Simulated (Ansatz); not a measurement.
CH5Al2, SMILES `[CH3][Al-][AlH2]` (triplet; the order of the spin states depends on the level) (charge -1, multiplicity 3). This triplet lies 0.14 eV above the relaxed singlet at the level frozen-core CCSD(T)/aug-cc-pVDZ // PBE0-D3(BJ)/def2-TZVPD (Ansatz, an electronic-structure program); other levels give the other order.

Computed with LC-ωPBE/aug-cc-pVTZ // PBE0-D3(BJ)/def2-TZVPD (Ansatz).

Ansatz 0.2 input:
```yaml
crystal:
  periodic: [false, false, false]
  atoms:
    - { symbol: C, position_ang: [-1.807312, 0.12189, 0.000686] }
    - { symbol: Al, position_ang: [-0.060892, 0.44689, -0.961114] }
    - { symbol: Al, position_ang: [2.208737, -0.116342, -0.071654] }
    - { symbol: H, position_ang: [-2.45881, -0.548804, -0.571613] }
    - { symbol: H, position_ang: [-1.638244, -0.331954, 0.984579] }
    - { symbol: H, position_ang: [-2.360107, 1.056342, 0.151831] }
    - { symbol: H, position_ang: [3.572792, 0.174288, -0.903347] }
    - { symbol: H, position_ang: [2.543835, -0.80231, 1.370634] }
basis:
  gaussian: { orbitals: aug-cc-pVTZ }
hamiltonian:
  xc: lc_wpbe
total_charge: -1
magnetization:
  spin_polarized: true
  initial_magnetization: 2
```

Output:

```
Functional definition: LC-wPBE
1221 factors; their error is unknown
674 factors; integrals over basis functions are off by at most 2.9e-5 eV
mean field evaluation 1: about -14305.2922 eV, gradient 1.7e1 eV
mean field evaluation 2: about -14306.8127 eV, gradient 1.1e1 eV
mean field evaluation 4: about -14307.5211 eV, gradient 7.5e-1 eV
mean field evaluation 8: about -14307.5492 eV, gradient 9.8e-2 eV
mean field evaluation 16: about -14307.5270 eV, gradient 3.9e-3 eV
mean field -14307.52699173 eV, -525.7919189561 hartree, gradient 2.7e-5 eV, S^2 2.015148; 0 other end points of the search recorded, 0 dependent functions left out
reference -14307.52699175 eV, -525.7919189567 hartree; 20, 18 occupied and 241, 243 virtual orbitals, 1221 factors
Total energy: -14307.52699175 eV, -525.7919189567 hartree
```
